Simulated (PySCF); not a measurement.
Bi(H)(OH)2 (BiH3O2), SMILES [OH][BiH][OH].

Coordinates come from a PBE-D3(BJ)/def2-TZVP optimisation. The def2 effective core potentials stand for the cores of Bi; spin–orbit coupling is left out. One conformer was computed; it need not be the lowest.

Computed with PBE-D3(BJ)/def2-TZVP run with PySCF.

Frequencies are harmonic and unscaled.

| mode | ν (cm⁻¹) | IR (km/mol) | moving atoms (share of kinetic energy) |
|---|---|---|---|
| 1 | 163 | 50.0 | H 93 % |
| 2 | 167 | 4.6 | O 85 %, H 9 % |
| 3 | 303 | 114.0 | H 88 %, O 12 % |
| 4 | 512 | 121.0 | O 89 %, Bi 9 % |
| 5 | 522 | 97.6 | O 50 %, H 45 % |
| 6 | 538 | 3.3 | H 55 %, O 43 % |
| 7 | 583 | 66.3 | H 97 % |
| 8 | 826 | 27.3 | H 93 % |
| 9 | 857 | 9.1 | H 91 % |
| 10 | 1666 | 304.2 | H 99 % |
| 11 | 3714 | 35.2 | H 94 % |
| 12 | 3715 | 61.0 | H 94 % |
